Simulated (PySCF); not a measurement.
Simulation results for CH9NSi2

Calculation on a computer-drawn molecule: the log of a Hartree-Fock and frozen-core CCSD(T) single point meant for a local Hartree-Fock minimum, with one planted fault or none, to be diagnosed. Offsets are logged minus clean, where the clean run is the same molecule without the fault. The reference is restricted for singlets and unrestricted otherwise, and also for a bond in bohr or an excited solution. Adding or removing an electron swaps singlet and doublet. The excited solution moves the top pair (singlet) or top alpha electron (doublet) to the lowest empty orbital. Highest occupied and lowest empty are orbital energies over both spins, largest force is the largest gradient component, triples share is (T) over the correlation energy, the T1 limit is 0.02 restricted and 0.045 unrestricted, electrons count all cores, a negative frequency is imaginary (commonest isotopes), and the dipole is about the centre of nuclear charge. Program: PySCF 2.14.0.

Entry: CH9NSi2

Logged structure:
```xyz
13
CH9NSi2
N     -1.9112     1.3887    -3.4270
Si    -0.7698     0.7591    -2.2985
C     -1.2538     0.8893    -0.4794
Si    -0.0382     0.2161     0.7926
H     -2.7813     0.9088    -3.5654
H     -2.0571     2.3800    -3.4769
H     -0.5754    -0.6732    -2.6250
H      0.4968     1.5027    -2.4955
H     -1.4366     1.9456    -0.2433
H     -2.2106     0.3704    -0.3369
H     -0.5680     0.3951     2.1666
H      1.2622     0.9240     0.7016
H      0.2024    -1.2312     0.5737
```

```
meant charge                         : 0
meant multiplicity                   : 1
meant basis                          : cc-pV(D+d)Z
logged electrons                     : 51
logged basis functions               : 119
logged SCF converged                 : yes
logged spin squared                  : 0.7584
logged highest occupied              : 3.5229 eV
logged lowest empty                  : 8.3844 eV
logged largest force                 : 0.026234 hartree/bohr
logged T1 diagnostic                 : 0.029572
logged D1 diagnostic                 : 0.20278
logged triples share                 : 0.029347
logged CC converged                  : yes
logged dipole magnitude              : 2.3993 debye
logged SCF stable within its kind    : yes
logged energy HF                     : -675.32633 hartree
logged energy CCSD(T)                : -675.96398 hartree
possible faults                      : no fault, one electron removed, one electron added, multiplicity raised by two, geometry at a saddle point, SCF held on an excited solution, minimal basis STO-3G, one bond length entered in bohr, all coordinates scaled
planted fault                        : one electron added
HF energy offset from clean run      : 89.25 kcal/mol
CCSD(T) energy offset from clean run : 69.51 kcal/mol
```

Drawn bonds:
```
atom  other atom  order
   1           2      1
   2           3      1
   3           4      1
   1           5      1
   1           6      1
   2           7      1
   2           8      1
   3           9      1
   3          10      1
   4          11      1
   4          12      1
   4          13      1
```

Notes: highest electron not bound in this basis.
